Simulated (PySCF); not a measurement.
**A ladder for the electron affinity of Pd**

Pd⁻ [Kr] 4d10 5s1 (2S) → Pd [Kr] 4d10 (1S). Scalar values calculated with PySCF 2.14 in x2c-TZVPPall with one added diffuse shell each of s, p, d, f type (spin-free X2C; valence: [Kr] frozen; valence and next inner shell: [Ar] 3d10 frozen). The spin-orbit shift comes from two-component X2C-1e calculations (generalised Hartree-Fock, GHF, and MP2 on its spinors, GMP2) in x2c-TZVPall-2c with one added diffuse shell each of s, p, d type: GMP2 gives 0.149 eV without and 0.152 eV with screened spin-orbit coupling, a shift of 0.003 eV (GHF: 0.001 eV). Sums use unrounded values; where a UHF row is shifted, it takes the GHF shift.

| method | scalar (eV) | plus spin-orbit shift (eV) | error (eV) |
| --- | --- | --- | --- |
| UHF | -0.303 | -0.302 | -0.864 |
| LDA | 1.085 | 1.088 | 0.526 |
| PBE | 0.872 | 0.875 | 0.312 |
| PBE0 | 0.565 | 0.568 | 0.006 |
| r2SCAN | 0.771 | 0.774 | 0.212 |
| MN15 | 0.691 | 0.694 | 0.132 |
| PBEsol | 0.876 | 0.879 | 0.317 |
| B2PLYP | 0.549 | 0.552 | -0.010 |
| BHandHLYP | 0.316 | 0.319 | -0.243 |
| MP2 (valence) | 0.267 | 0.270 | -0.292 |
| SCS-MP2 (valence) | 0.174 | 0.177 | -0.385 |
| MP2 (valence and next inner shell) | 0.321 | 0.324 | -0.238 |
| SCS-MP2 (valence and next inner shell) | 0.213 | 0.216 | -0.346 |
| CCSD (valence) | 0.323 | 0.326 | -0.236 |
| CCSD(T) (valence) | 0.444 | 0.447 | -0.115 |
| CCSD (valence and next inner shell) | 0.362 | 0.365 | -0.197 |
| CCSD(T) (valence and next inner shell) | 0.509 | 0.512 | -0.050 |

Reference: 0.562 eV (measured; photodetachment measurements, as compiled on the Wikipedia data page of electron affinities).

The errors of the correlated levels include the incompleteness of the basis and the frozen core, so a lower level can come closer by cancellation.
